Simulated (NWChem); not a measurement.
System: SiHBrCl₂; SMILES [SiH](Cl)(Br)Cl

NWChem printed, in part:

```
             Northwest Computational Chemistry Package (NWChem) 7.3.0
             --------------------------------------------------------

                             Geometry "geometry" -> ""
                             -------------------------

 Output coordinates in angstroms (scale by  1.889725989 to convert to a.u.)

  No.       Tag          Charge          X              Y              Z
 ---- ---------------- ---------- -------------- -------------- --------------
    1 Si                  14.0000     0.53044100     0.48070500     0.00000000
    2 Cl                  17.0000    -0.19101900     1.42177900     1.66875600
    3 Cl                  17.0000    -0.19101900     1.42177900    -1.66875600
    4 Br                  35.0000    -0.11946800    -1.62505900     0.00000000
    5 H                    1.0000     2.00616200     0.53813300     0.00000000

 Effective nuclear repulsion energy (a.u.)     485.0927952975

  pbe96 is a nonlocal functional; adding pw91lda local functional.
                              NWChem Property Module
                              ----------------------

                                 NWChem DFT Module
                                 -----------------

 Summary of "ao basis" -> "ao basis" (spherical)
 ------------------------------------------------------------------------------
       Tag                 Description            Shells   Functions and Types
 ---------------- ------------------------------  ------  ---------------------
 Si                        def2-svpd                10       24   5s3p2d
 Cl                        def2-svpd                11       27   5s4p2d
 Br                        def2-svpd                15       41   6s5p4d
 H                         def2-svpd                 4        8   2s2p

            General Information
            -------------------
          SCF calculation type: DFT
          Wavefunction type:  closed shell.
          No. of atoms     :     5
          No. of electrons :    84
           Alpha electrons :    42
            Beta electrons :    42
          Charge           :     0
          Spin multiplicity:     1
          Use of symmetry is: off; symmetry adaption is: off
          Maximum number of iterations: 150
          AO basis - number of functions:   127
                     number of shells:    51
          Convergence on energy requested:  1.00D-06
          Convergence on density requested:  1.00D-05
          Convergence on gradient requested:  5.00D-04

              XC Information
              --------------
          PerdewBurkeErnzerhof Exchange Functional  1.000
            Perdew 1991 LDA Correlation Functional  1.000 local
           PerdewBurkeErnz. Correlation Functional  1.000 non-local

             Grid Information
             ----------------
          Grid used for XC integration:  medium
          Radial quadrature: Mura-Knowles
          Angular quadrature: Lebedev.
          Tag              B.-S. Rad. Rad. Pts. Rad. Cut. Ang. Pts.
          ---              ---------- --------- --------- ---------
          Si                  1.10       88          11.0       590
          Cl                  1.00       88          13.0       590
          Br                  1.15      112          13.0       590
          H                   0.35       45          11.0       434
          Grid pruning is: on
          Number of quadrature shells:   421
          Spatial weights used:  Erf1

      Superposition of Atomic Density Guess
      -------------------------------------

 Sum of atomic energies:       -3779.98563066

      Non-variational initial energy
      ------------------------------

 Total energy =   -3780.972776
 1-e energy   =   -6220.345071
 2-e energy   =    1954.279500
 HOMO         =      -0.386482
 LUMO         =       0.029001

   convergence    iter        energy       DeltaE   RMS-Dens  Diis-err
 ---------------- ----- ----------------- --------- --------- ---------
 d= 0,ls=0.0,diis     1  -3783.1155357365 -4.27D+03  1.80D-02  8.81D-01
 d= 0,ls=0.0,diis     2  -3782.9480097919  1.68D-01  1.31D-02  1.75D+00
 d= 0,ls=0.0,diis     3  -3783.1918487542 -2.44D-01  2.52D-03  8.67D-02
 d= 0,ls=0.0,diis     4  -3783.2053707437 -1.35D-02  5.09D-04  1.57D-03
 d= 0,ls=0.0,diis     5  -3783.2055898409 -2.19D-04  1.81D-04  2.53D-04
  Resetting Diis
 d= 0,ls=0.0,diis     6  -3783.2056275184 -3.77D-05  3.98D-05  2.12D-05
 d= 0,ls=0.0,diis     7  -3783.2056294847 -1.97D-06  2.55D-05  1.14D-06
 d= 0,ls=0.0,diis     8  -3783.2056293235  1.61D-07  1.42D-05  2.34D-06
 d= 0,ls=0.0,diis     9  -3783.2056296657 -3.42D-07  1.68D-06  2.95D-08

         Total DFT energy =    -3783.205629665747
      One electron energy =    -6220.336872512223
           Coulomb energy =     2120.234417681556
    Exchange-Corr. energy =     -168.195970132614
 Nuclear repulsion energy =      485.092795297534

 Numeric. integr. density =       83.999999323943

                       DFT Final Molecular Orbital Analysis
                       ------------------------------------

 Vector   40  Occ=2.000000D+00  E=-3.048418D-01
              MO Center=  1.7D-01,  8.7D-01, -4.9D-07, r^2= 4.7D+00
   Bfn.  Coefficient  Atom+Function         Bfn.  Coefficient  Atom+Function
  ----- ------------  ---------------      ----- ------------  ---------------
    36      0.341414  2 Cl px                63      0.341414  3 Cl px
    33      0.266370  2 Cl px                60      0.266370  3 Cl px
   120     -0.228181  5 H  s                 92      0.203466  4 Br py
    95      0.199507  4 Br py                 4     -0.164141  1 Si s
    30      0.153174  2 Cl px                57      0.153175  3 Cl px

 Vector   41  Occ=2.000000D+00  E=-2.875739D-01
              MO Center= -1.1D-03, -1.3D+00,  7.1D-09, r^2= 2.5D+00
   Bfn.  Coefficient  Atom+Function         Bfn.  Coefficient  Atom+Function
  ----- ------------  ---------------      ----- ------------  ---------------
    94      0.525052  4 Br px                91      0.495019  4 Br px
    88     -0.325160  4 Br px                95     -0.153136  4 Br py
    92     -0.152250  4 Br py               120     -0.124746  5 H  s
    85      0.105696  4 Br px                89      0.099474  4 Br py
    37     -0.093744  2 Cl py                64     -0.093744  3 Cl py

 Vector   42  Occ=2.000000D+00  E=-2.828559D-01
              MO Center= -1.2D-01, -7.3D-01, -2.5D-08, r^2= 4.1D+00
   Bfn.  Coefficient  Atom+Function         Bfn.  Coefficient  Atom+Function
  ----- ------------  ---------------      ----- ------------  ---------------
    96      0.490257  4 Br pz                93      0.471992  4 Br pz
    90     -0.308752  4 Br pz                37      0.239498  2 Cl py
    64     -0.239498  3 Cl py                34      0.187193  2 Cl py
    61     -0.187193  3 Cl py                31      0.106939  2 Cl py
    58     -0.106939  3 Cl py                87      0.100336  4 Br pz

 Vector   43  Occ=0.000000D+00  E=-6.619874D-02
              MO Center=  7.5D-02, -7.5D-05,  1.2D-08, r^2= 5.8D+00
   Bfn.  Coefficient  Atom+Function         Bfn.  Coefficient  Atom+Function
  ----- ------------  ---------------      ----- ------------  ---------------
     4      0.746652  1 Si s                  3      0.713741  1 Si s
    95     -0.412807  4 Br py                 2      0.356360  1 Si s
    12     -0.291226  1 Si px                83     -0.287641  4 Br s
    92     -0.258001  4 Br py                38      0.253233  2 Cl pz
    65     -0.253233  3 Cl pz                28     -0.226085  2 Cl s

 Vector   44  Occ=0.000000D+00  E=-3.610972D-02
              MO Center=  5.5D-01,  3.7D-01, -6.4D-07, r^2= 5.1D+00
   Bfn.  Coefficient  Atom+Function         Bfn.  Coefficient  Atom+Function
  ----- ------------  ---------------      ----- ------------  ---------------
    14      0.507802  1 Si pz                11      0.389597  1 Si pz
    96     -0.201647  4 Br pz                28     -0.190723  2 Cl s
    55      0.190724  3 Cl s                  8     -0.176258  1 Si pz
    27     -0.169646  2 Cl s                 54      0.169647  3 Cl s
    36     -0.166176  2 Cl px                63      0.166177  3 Cl px

 Vector   45  Occ=0.000000D+00  E=-3.605619D-02
              MO Center=  4.7D-01,  5.9D-01,  6.0D-07, r^2= 5.5D+00
   Bfn.  Coefficient  Atom+Function         Bfn.  Coefficient  Atom+Function
  ----- ------------  ---------------      ----- ------------  ---------------
    13      0.481464  1 Si py                10      0.388232  1 Si py
     5      0.376924  1 Si s                 38      0.215939  2 Cl pz
    65     -0.215938  3 Cl pz                84     -0.216673  4 Br s
    12     -0.214004  1 Si px                82      0.200640  4 Br s
    94      0.198795  4 Br px                 7     -0.175208  1 Si py

     Multipole analysis of the density
     ---------------------------------

     L   x y z        total         alpha         beta         nuclear
     -   - - -        -----         -----         ----         -------
     0   0 0 0     -0.000000    -42.000000    -42.000000     84.000000

     1   1 0 0      0.312910      1.331572      1.331572     -2.350233
     1   0 1 0     -0.060520      1.168370      1.168370     -2.397261
     1   0 0 1     -0.000000     -0.000000     -0.000000      0.000000

     2   2 0 0    -41.698860    -38.176190    -38.176190     34.653519
     2   1 1 0      0.536692     -3.678428     -3.678428      7.893548
     2   1 0 1      0.000000      0.000000      0.000000      0.000000
     2   0 2 0    -42.486094   -315.289381   -315.289381    588.092668
     2   0 1 1     -0.000000     -0.000000     -0.000000      0.000000
     2   0 0 2    -43.203305   -190.658308   -190.658308    338.113311

 *** CALLING NEW AORESP DRIVER FOR CLOSED AND OPEN SHELLS ***
 Entering AOResponse driver routine

--------------------------------------------------------------------------------

          -----------------------------------------------
          Solving response equations for perturbing field
          -----------------------------------------------

 number of frequencies:     1
 frequency in a.u.:  0.0000000E+00
 Perturbing field: electric
 Using El. Dipole Length Gauge

 Setting up CPKS with frequency omega =      0.00000000 a.u.

 STATIC response

                                NWChem CPHF Module
                                ------------------

  scftype          =     RHF
  nclosed          =       42
  nopen            =        0
  variables        =     3570
  # of vectors     =        3
  tolerance        = 0.10D-03
  level shift      = 0.00D+00
  max iterations   =       50
  max subspace     =       30

 SCF residual:    4.1328734279579192E-005

Iterative solution of linear equations
  No. of variables     3570
  No. of equations        3
  Maximum subspace       30
        Iterations       50
       Convergence  1.0D-04

   iter   nsub   residual    time
   ----  ------  --------  ---------
     1      3    5.24D+00      57.0
     2      6    1.30D+00      67.2
     3      9    7.33D-01      77.0
     4     12    4.89D-02      86.3
     5     15    2.16D-02      96.7
     6     18    7.09D-03     107.3
     7     21    1.05D-03     121.8
     8     24    1.84D-04     134.2
     9     27    4.86D-05     149.6

 Electric Dipole Response Matrix (nonzero elements):

              1        2        3
    1   63.8877   0.6184  -0.0000
    2    0.6184  86.4298   0.0000
    3   -0.0000   0.0000  79.2338

 ------------------------------------------
 average:        76.51709 + I       0.00000

 DFT Linear Response polarizability / au
 Frequency  =       0.0000000 / au
              X              Y              Z
 -----------------------------------------------
 X      63.8876575      0.6184327     -0.0000001
 Y       0.6184110     86.4298351      0.0000000
 Z      -0.0000001      0.0000000     79.2337719
 -----------------------------------------------
 Eigenvalues =      63.8707039     86.4467887     79.2337719
 Isotropic   =      76.5170882
 Anisotropic =      19.9716183
 -----------------------------------------------

 Magnetic Dipole Response Matrix (nonzero elements):

 Exiting AOResponse driver routine
```

Level: PBE/def2-SVPD. Structure relaxed at the PBE0/def2-SVP level.

Task: Which NWChem input produces such a log?

Result: Several could match; the one computed here: the input that was run:
```
start job
memory heap 200 mb stack 900 mb global 1100 mb
geometry units angstroms noautosym nocenter noautoz
  Si     0.530441     0.480705     0.000000
  Cl    -0.191019     1.421779     1.668756
  Cl    -0.191019     1.421779    -1.668756
  Br    -0.119468    -1.625059     0.000000
  H      2.006162     0.538133     0.000000
end
basis spherical
  * library def2-svpd
end
dft
  xc xpbe96 cpbe96
  iterations 150
end
property
  response 1 0.0
end
task dft property
```
